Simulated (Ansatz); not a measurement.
Spectroscopic constants of HgN, multiplicity 4 (lowest of 2S+1 = 2, 4 at CCSD(T)/def2-TZVPP on PBE0 minima; our sources give no spin for the ground state, which may be another). No spin–orbit coupling.

The constants come from a fifth-degree fit in 1/R (seven points, main isotopes). Runs in def2 and cc sets follow the lowest solution found near the PBE0 minimum.

Correlated levels freeze the inner cores; with def2 sets outer-core shells near the valence are correlated too. CBS: X⁻³ extrapolation of the correlation energy, Hartree–Fock from the larger set.

The values were computed with Ansatz (Gaussian basis) for Hartree–Fock, density functionals and correlated methods. Values without a source in brackets are computed. In def2 rows elements past Kr take small-core potentials, without spin–orbit coupling.

### Question
What bond length and harmonic frequency does B3LYP/def2-TZVPP give?

### Answer
r_e = 3.325 Å, ω_e = 33 cm⁻¹.

### Question
What bond length and harmonic frequency does CAM-B3LYP/def2-TZVPP give?

### Answer
r_e = 3.471 Å, ω_e = 33 cm⁻¹.

### Question
What bond length and harmonic frequency does CCSD(T)/CBS(def2-TZVPP, def2-QZVPP) give?

### Answer
r_e = 3.591 Å, ω_e = 37 cm⁻¹.

Ansatz is an electronic-structure program.
